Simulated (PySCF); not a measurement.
silicon monosulfide (SSi), SMILES [Si]=S (connectivity only; charge and spin as stated), neutral, multiplicity 1. Coordinates come from a PBE-D3(BJ)/def2-TZVPD optimisation.

PySCF with TDA-PBE0/def2-TZVPD puts the lowest singlet excitations at 4.04, 4.26, 4.26, 4.48, 4.48, 6.41 eV and the lowest triplet (TDA) at 3.14 eV.

Q: What are the lowest singlet roots from EOM-CCSD/aug-cc-pVDZ (PySCF)? (The exact figures need the calculation; the answer reports its results.)

A: 4.33, 4.34, 4.34, 4.61, 4.61, 6.09 eV; triplets 3.39, 3.41, 3.41 eV. S1 differs by 0.29 eV (second minus first; roots are paired by order, and the bases may differ).
